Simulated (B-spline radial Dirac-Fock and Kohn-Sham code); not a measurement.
# Relativistic shifts of the levels of Pm²³⁺

System: promethium as Pm²³⁺, configuration [Kr] 4d2.

Both columns are ΔSCF binding energies of the configuration average from a radial B-spline solver: non-relativistic Hartree-Fock with a point nucleus, and Dirac-Fock with a finite nucleus and the Coulomb interaction alone, averaged over the two j levels with weights 2j+1.

```csv
shell,Hartree-Fock (eV),Dirac-Fock (eV),shift (eV),shift (%)
1s,43656.5,46083.6,+2427.11,+5.56
2s,7549.0,8168.9,+619.92,+8.21
2p,7181.4,7376.1,+194.66,+2.71
3s,2200.4,2346.3,+145.88,+6.63
3p,2039.3,2090.1,+50.86,+2.49
3d,1742.8,1730.6,-12.15,-0.70
4s,906.6,948.3,+41.67,+4.60
4p,835.6,850.5,+14.84,+1.78
4d,726.2,724.1,-2.12,-0.29
```

Relativity binds 1s, 2s, 2p, 3s, 3p, 4s, 4p more strongly, among those listed most of all 2s in relative terms, and 3d, 4d more weakly, because the contracted s and p shells screen the nucleus better.

Values without a named source are computed, but for edge energies of neutral atoms, which are taken from tables.
